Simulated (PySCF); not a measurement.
C$_{4}$H$_{3}$S, doublet, geometry from GFN2-xTB, with bond 8-5 at 1.3 times its length. Base run: SVWN5/6-31G (PySCF).

PySCF was given this input:
```python
from pyscf import gto, scf, dft

mol = gto.M(
    atom='''
S    -0.004261    0.013358    1.148053
C     0.019290    1.290200   -0.067535
C    -0.017288   -1.194830   -0.085886
C     0.015705    0.730941   -1.268439
C    -0.004656   -0.668486   -1.339947
H     0.033109    2.310608    0.249309
H    -0.033643   -2.228570    0.199628
H    -0.011087   -1.414979   -2.519038
''',
    basis='6-31g',
    charge=0,
    spin=1,
    verbose=4,
)

mf = dft.UKS(mol)
mf.xc = 'lda,vwn'
mf.kernel()
```

Variants of this job, named by their change:

```tsv
change	ΔE vs base (µEh)	SCF cycles	<S^2>	outcome
base	0.0	12	0.755	converged
conv_tol = 1e-4	3.8	6	0.755	converged
init_guess = mod_huckel	0.0	14	0.755	converged
init_guess = vsap	0.0	14	0.755	converged
level_shift = 0.3 (with mf.max_cycle = 100)	0.0	18	0.755	converged
solver = newton	0.0	-	0.755	converged
init_guess = atom	0.0	13	0.755	converged
damp = 0.5; diis_start_cycle = 5	0.0	15	0.755	converged
diis = off; damp = 0.6 (with mf.diis_start_cycle = 200; with mf.max_cycle = 150)	0.0	23	0.755	converged
level_shift = 1.0 (with mf.max_cycle = 100)	0.0	41	0.755	converged
level_shift = 0.5 (with mf.max_cycle = 100)	0.0	24	0.755	converged
diis_space = 4	0.0	14	0.755	converged
diis_space = 2	-	50	-	not converged
```

Open shells are given as the SCF converged; they aren't shown to be the lowest states, and a large step between rows can be another state.
